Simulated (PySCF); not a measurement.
# How methods differ on the ionisation energy of Ne²⁺

Ne²⁺ [He] 2s2 2p4 (3P) → Ne³⁺ [He] 2s2 2p3 (4S), as a difference of total energies. All numbers are calculated (PySCF 2.14, no relativity, point nucleus, in aug-cc-pV5Z (7s6p5d4f3g2h, 127 functions)). Correlated levels: valence: 1s2 frozen. The calculations carry no spin-orbit coupling.

| method | ionisation energy (eV) |
| --- | --- |
| UHF | 61.829 |
| LDA | 63.649 |
| PBE | 63.892 |
| r2SCAN | 63.618 |
| PBEsol | 63.514 |
| TPSSh | 63.927 |
| B2PLYP | 63.679 |
| SCS-MP2 (valence) | 63.393 |

Question: Estimate what MP2 (valence) gives.

Answer: 63.241 eV, closest to SCS-MP2 (valence) among the rows shown.

Question: Estimate what PBE0 gives.

Answer: 63.740 eV, closest to B2PLYP among the rows shown.

A first-order spin-orbit estimate (lowest level to lowest level, LS coupling) adds 0.038 eV.

Errors of the correlated levels include the incompleteness of this basis and the frozen core.

For comparison: 63.423 eV (measured; NIST Atomic Spectra Database, ionization energies).
